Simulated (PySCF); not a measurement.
Fill in the blanks.

C₄H₄FN₂ (charge +1).
SMILES: `F[C@@H](C#N)C#[N+]C`

| property | level | value |
| --- | --- | --- |
| point group of the GFN2-xTB geometry | GFN2-xTB | C1 |
| rotational constants A, B, C of the GFN2-xTB geometry | GFN2-xTB | 4.784, 1.529, 1.218 GHz |
| HOMO energy | PBE0/def2-SVPD | -14.95 eV |
| LUMO energy | PBE0/def2-SVPD | -7.87 eV |
| lowest singlet excitation | TDDFT PBE0/def2-SVPD | 5.71 eV (217 nm, f = 0.002) |
| strongest line among the 6 lowest singlet transitions | TDDFT PBE0/def2-SVPD | S2 at 6.13 eV (202 nm, f = 0.029) |
| lowest triplet excitation (Tamm–Dancoff) | TDA PBE0/def2-SVPD | 5.33 eV |
| static isotropic polarisability | PBE0/def2-SVPD | ? |
| electronic spatial extent ⟨r²⟩ about the centre of nuclear charge | PBE0/def2-SVPD | ? |
| 13C chemical shifts (computed TMS as zero) by class | GIAO PBE0/pcSseg-1 | ? |
| 1H chemical shifts (computed TMS as zero) by class | GIAO PBE0/pcSseg-1 | ? |
| isotropic shieldings of nuclei other than C and H, by class | GIAO PBE0/pcSseg-1 | ? |

Electronic properties: PySCF, gas phase, density fitting.

(1) Give the 13C chemical shifts (computed TMS as zero) by class.

(2) The electronic spatial extent ⟨r²⟩ about the centre of nuclear charge?

(3) Give the 1H chemical shifts (computed TMS as zero) by class.

(4) The isotropic shieldings of nuclei other than C and H, by class?

(5) Give the static isotropic polarisability.

## Answers

(1) 106.7 (1 C), 106.4 (1 C), 66.4 (1 C), 23.9 (1 C) ppm.

(2) 891 bohr².

(3) 6.70 (1 H), 4.54 (3 H) ppm.

(4) -87 (1 N), 78 (1 N), 387 (1 F) ppm.

(5) 55.4 au.

No computed singlet falls in the visible range (750 to 380 nm, 1.65 to 3.26 eV); S1 lies 2.45 eV above its blue end. The polarisability is 8.21 Å³ as a volume (1 au = 0.148185 Å³), or 1.11 au for each of the 50 electrons. The 6 singlets span 5.71 to 6.77 eV, and their oscillator strengths add up to 0.07. With B = h/(8π²I), that is 505.379 GHz u Å² over I, the principal moments of inertia are 105.6, 330.6 and 414.8 u Å² (most abundant isotopes). The vertical singlet–triplet gap S1 − T1 is 0.38 eV (TDDFT singlet less Tamm–Dancoff triplet; S1: HOMO→LUMO, weight 0.95; T1: HOMO−1→LUMO, weight 0.60). The rotational constants make it an asymmetric top with κ = (2B − A − C)/(A − C) = -0.83, nearer the prolate limit (−1).
